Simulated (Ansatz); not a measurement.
Ansatz results at the PBE0-D4/def2-TZVP geometry: LUMO energy (ωB97M-V/def2-TZVPP) 1.81 eV; HOMO energy (PBE0/def2-TZVPP) -7.46 eV; size of the dipole moment (B3LYP/def2-TZVPP) 2.21 D.

Each molecule was computed in one conformer, which needn't be the lowest.

Q: Which molecule gave them?
A. `Cl[Si](Cl)(Cl)[GeH3]`
B. `N[Si](N)(N)O`
C. `[SiH3]O[SiH3]`
D. `CO[SiH](F)[SeH]`

A: D. The others give `[SiH3]O[SiH3]`: 1.47, -8.74, 0.28; `Cl[Si](Cl)(Cl)[GeH3]`: 1.55, -8.49, 1.47; `N[Si](N)(N)O`: 2.15, -6.82, 1.43.

B3LYP here is the variant with VWN-RPA as its local correlation; programs differ in this.
